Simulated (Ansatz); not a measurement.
Geometry optimisation, Ansatz, RKS BLYP/def2-SVP.

The input (input.yaml):

```yaml
crystal:
  periodic: [false, false, false]
  atoms:
    - { symbol: C, position_ang: [0.4342, -2.1455, 0.1558] }
    - { symbol: B, position_ang: [0.5257, -0.5219, 0.1303] }
    - { symbol: C, position_ang: [-0.7481, 0.3913, -0.1867] }
    - { symbol: F, position_ang: [-1.8337, -0.1959, -0.4261] }
    - { symbol: C, position_ang: [-0.6389, 1.7142, -0.2117] }
    - { symbol: O, position_ang: [0.555, 2.4056, 0.053] }
    - { symbol: H, position_ang: [0.0696, -2.4489, -0.8475] }
    - { symbol: H, position_ang: [1.4062, -2.5448, 0.3699] }
    - { symbol: H, position_ang: [-0.3483, -2.3839, 0.9584] }
    - { symbol: H, position_ang: [1.5875, -0.0344, 0.3769] }
    - { symbol: H, position_ang: [-1.5415, 2.2996, -0.3884] }
    - { symbol: H, position_ang: [0.6095, 3.4094, 0.0502] }
basis:
  gaussian: { orbitals: def2-SVP }
hamiltonian:
  xc: blyp
relax:
  f_tol: 0.02
  max_steps: 50
```

Run as:

```bash
$ ansatz run input.yaml --threads 2 --pin off --max-ram 3072MiB --backend cpu --events-out ev --progress --plain --runs-dir out
```

Q: Where does it end, and by what steps?

A: The forces met the threshold. The force dipped under the threshold on the way, but the program's further checks kept it going. After 22 steps the energy has fallen by 0.855 eV; H7 moved furthest, 0.82 Å.

```csv
step,energy less start (eV),largest force component (eV/Å),accepted
0,0.0000,6.732,yes
1,-0.6483,3.161,yes
2,-0.7985,0.555,yes
3,-0.8174,0.437,yes
4,-0.8257,0.235,yes
5,-0.8325,0.044,yes
6,-0.8339,0.145,yes
7,-0.8358,0.102,yes
8,-0.8432,0.044,yes
9,-0.8361,0.592,no
10,-0.8426,0.174,no
11,-0.8453,0.030,yes
12,-0.8472,0.157,yes
13,-0.8484,0.237,yes
14,-0.8527,0.019,yes
15,-0.8535,0.024,yes
16,-0.8466,0.443,no
17,-0.8542,0.040,yes
18,-0.8539,0.120,no
19,-0.8545,0.034,yes
20,-0.8546,0.077,yes
21,-0.8547,0.046,yes
22,-0.8548,0.016,yes
```

```xyz
12
Properties=species:S:1:pos:R:3
C 0.366 -2.132 0.186
B 0.514 -0.566 0.247
C -0.557 0.402 -0.282
F -1.710 -0.118 -0.848
C -0.534 1.774 -0.273
O 0.496 2.499 0.235
H -0.554 -2.495 -0.313
H 1.252 -2.587 -0.314
H 0.390 -2.544 1.222
H 1.509 -0.067 0.735
H -1.390 2.332 -0.695
H 0.295 3.448 0.134
```

Whether the end is a true minimum wasn't checked by a vibrational analysis.

The run took 87 s on 2 threads of Arm Neoverse N1, on a shared host, peak memory 0.15 GiB.
